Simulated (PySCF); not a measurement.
**Bi+: excitation energy**

Bi+ [Xe] 4f14 5d10 6s2 6p2 (3P) → Bi+ [Xe] 4f14 5d10 6s1 6p3 (5S), as a difference of total energies. Computed with PySCF 2.14 in aug-cc-pVTZ-PP with one added diffuse shell each of d, f type with ECP60MDF (6s5p5d3f, 67 functions), with scalar relativity through the core potential. Correlated levels: valence: 5s2 5p6 5d10 frozen. The calculations carry no spin-orbit coupling.

```json
{"method": "UHF", "excitation energy (eV)": "6.237"}
{"method": "MP2 (valence)", "excitation energy (eV)": "6.892"}
{"method": "SCS-MP2 (valence)", "excitation energy (eV)": "7.186"}
{"method": "CCSD (valence)", "excitation energy (eV)": "7.045"}
{"method": "CCSD(T) (valence)", "excitation energy (eV)": "7.065"}
```

Question: How much does correlation contribute at CCSD(T) (valence)?

Answer: 7.065 − (6.237) = 0.828 eV, measured against UHF.

Spin-orbit coupling is strong in these open shells (close to jj coupling). The scalar numbers leave it out and a first-order estimate fails, so it can dominate the gap to the real levels.
